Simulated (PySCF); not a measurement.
SMILES O=C(c1ccccc1)c1ccsc1 (GFN2-xTB optimised geometry):

```
21

O      0.395     2.412    -0.600
C      0.825     1.460     0.021
C      0.119     0.152     0.035
C      0.810    -1.057     0.022
C      0.114    -2.252     0.000
C     -1.272    -2.252     0.000
C     -1.965    -1.052     0.000
C     -1.274     0.145     0.005
C      2.068     1.541     0.811
C      2.395     0.740     1.943
C      3.590     1.072     2.484
S      4.358     2.358     1.629
C      3.041     2.466     0.548
H      1.891    -1.060     0.001
H      0.654    -3.187    -0.018
H     -1.810    -3.188    -0.009
H     -3.045    -1.051    -0.010
H     -1.797     1.089    -0.006
H      1.750    -0.023     2.340
H      4.077     0.644     3.337
H      3.045     3.188    -0.245
```

Calculation: CAM-B3LYP/def2-SVP (PySCF).

**Question.** What are the frontier orbital energies and the dipole moment?

**Answer.** HOMO-2 -8.68 eV, HOMO-1 -8.56 eV, HOMO -8.32 eV, LUMO -0.53 eV, LUMO+1 0.68 eV; dipole moment 3.06 D.

Meta-Löwdin charges at CAM-B3LYP/def2-SVP: O1 -0.42, C2 0.35, C3 -0.04, C4 -0.10, C5 -0.10, C6 -0.09, C7 -0.10, C8 -0.08, C9 -0.07, C10 -0.13, C11 -0.23, S12 0.29, C13 -0.20, H14 0.11, H15 0.11, H16 0.11, H17 0.11, H18 0.12, H19 0.12, H20 0.13, H21 0.14.
